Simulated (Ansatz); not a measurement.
Isomers of SnGe3⁺ (doublet), relaxed with PBE-D4/def2-SVP; total energies from Ansatz at ωB97X-V/def2-TZVP.

| isomer | description | energy (Eh) |
| --- | --- | --- |
| A | point group C2v; 2 × Ge–Ge 2.43 Å; 2 × Ge–Sn 2.67 Å | -6444.46357 |
| B | point group C2v; 3 × Ge–Sn 2.73 to 3.10 Å; 2 × Ge–Ge 2.41 Å | -6444.45815 |

In the def2 sets Sn takes a core potential; there is no spin–orbit coupling.

The isomers come from a short search, and lower ones may exist.

**Question.** Work out the relative energies (1 Eh = 2625.5 kJ/mol) and the Boltzmann populations at 298 K from electronic energies alone (R = 8.314 J/mol/K).

**Answer.** ΔE: A 0.0, B 14.2 kJ/mol. RT = 2.48 kJ/mol. Factors exp(−ΔE/RT): A 1, B 0.00326; sum 1.003. Populations: A 99.7 %, B 0.3 %. Zero-point energy, vibrational entropy and symmetry numbers are left out and can shift these; an error of 4 kJ/mol changes a ratio by a factor of 5.0. Over the other density-functional and correlated levels in def2 sets, the gap between A and B ranges from 12 to 13 kJ/mol.
